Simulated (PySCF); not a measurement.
Compound: C6H7ClF2O.
Numbering: `[F:1][CH:2]([F:3])[C@@H:4]1[O:5][C@H:6]1/[CH:7]=[CH:8]\[CH2:9][Cl:10]` (hydrogens: H11 on C2; H12 on C4; H13 on C6; H14 on C7; H15 on C8; H16, H17 on C9)

The same species was optimised twice, with GFN2-xTB and with PBE0-D3(BJ)/def2-SVP (PySCF), and the same property calculations (PySCF, gas phase) were run on both structures.

```
       coordinate  GFN2-xTB  PBE0-D3(BJ)/def2-SVP  change
        O5–C6 (Å)     1.400                 1.414  +0.014
        C2–C4 (Å)     1.513                 1.500  -0.013
        C4–O5 (Å)     1.389                 1.402  +0.013
        C7=C8 (Å)     1.328                 1.338  +0.010
        C4–C6 (Å)     1.478                 1.469  -0.009
        C2–F3 (Å)     1.360                 1.354  -0.006
      C9–Cl10 (Å)     1.803                 1.806  +0.003
        F1–C2 (Å)     1.350                 1.347  -0.003
        C8–C9 (Å)     1.490                 1.492  +0.002
        C6–C7 (Å)     1.478                 1.480  +0.002
   C8–C9–Cl10 (°)     109.7                 111.8    +2.1
     F1–C2–F3 (°)     106.0                 107.7    +1.7
     C7–C8–C9 (°)     124.3                 123.1    -1.2
     C4–C6–C7 (°)     120.1                 121.3    +1.2
     C4–O5–C6 (°)      64.0                  62.9    -1.1
     F3–C2–C4 (°)     110.0                 109.0    -1.0
     C6–C7–C8 (°)     123.8                 123.0    -0.8
     C2–C4–O5 (°)     117.4                 116.8    -0.6
  F1–C2–C4–O5 (°)      -110                   -92     +18
  O5–C6–C7–C8 (°)       180                   178      -2
C7–C8–C9–Cl10 (°)        77                    84      +7
```

Rotational constants: A = 1908, B = 545.8, C = 482.4 MHz (GFN2-xTB) against A = 1887, B = 536.5, C = 470.9 MHz (PBE0-D3(BJ)/def2-SVP). Point groups within 0.08 Å: C1 and C1.

On the GFN2-xTB structure: HOMO (eV) -7.76 [PBE0/pcSseg-1]; LUMO (eV) -1.11 [PBE0/pcSseg-1]; dipole (D) 1.99 [PBE0/pcSseg-1]; GIAO shielding of F1 (ppm) 307.1 [PBE0/pcSseg-1]; GIAO shielding of C2 (ppm) 61.2 [PBE0/pcSseg-1]; GIAO shielding of F3 (ppm) 307.6 [PBE0/pcSseg-1]; GIAO shielding of C4 (ppm) 128.3 [PBE0/pcSseg-1]; GIAO shielding of O5 (ppm) 286.1 [PBE0/pcSseg-1]; GIAO shielding of C6 (ppm) 138.2 [PBE0/pcSseg-1]; GIAO shielding of C7 (ppm) 41.5 [PBE0/pcSseg-1]; GIAO shielding of C8 (ppm) 48.5 [PBE0/pcSseg-1].

What do these properties become on the PBE0-D3(BJ)/def2-SVP structure?

```tsv
property	level	on GFN2-xTB	on PBE0-D3(BJ)/def2-SVP	change
HOMO (eV)	PBE0/pcSseg-1	-7.76	-7.84	-0.08
LUMO (eV)	PBE0/pcSseg-1	-1.11	-1.19	-0.08
dipole (D)	PBE0/pcSseg-1	1.99	2.04	+0.05
energy, GFN2-xTB geometry as zero (kcal/mol)	PBE0/pcSseg-1	0.0	-1.3	-1.3
GIAO shielding of F1 (ppm)	PBE0/pcSseg-1	307.1	308.5	+1.4
GIAO shielding of C2 (ppm)	PBE0/pcSseg-1	61.2	62.9	+1.7
GIAO shielding of F3 (ppm)	PBE0/pcSseg-1	307.6	314.9	+7.3
GIAO shielding of C4 (ppm)	PBE0/pcSseg-1	128.3	127.5	-0.8
GIAO shielding of O5 (ppm)	PBE0/pcSseg-1	286.1	288.8	+2.7
GIAO shielding of C6 (ppm)	PBE0/pcSseg-1	138.2	135.3	-2.9
GIAO shielding of C7 (ppm)	PBE0/pcSseg-1	41.5	38.7	-2.8
GIAO shielding of C8 (ppm)	PBE0/pcSseg-1	48.5	46.3	-2.2
```

The heavy atoms differ by 0.130 Å rms after alignment. Among bonds between heavy atoms C2–C4, C4–O5 and O5–C6 change most and about equally (-0.013 to +0.014 Å). Changes are differences of the printed values. Neither structure is proved a minimum here.

The values belong to the conformer `[F:1][CH:2]([F:3])[C@@H:4]1[O:5][C@H:6]1/[CH:7]=[CH:8]\[CH2:9][Cl:10]`: F1–C2–C4–O5 -92°, O5–C6–C7–C8 178°, C7–C8–C9–Cl10 84°.
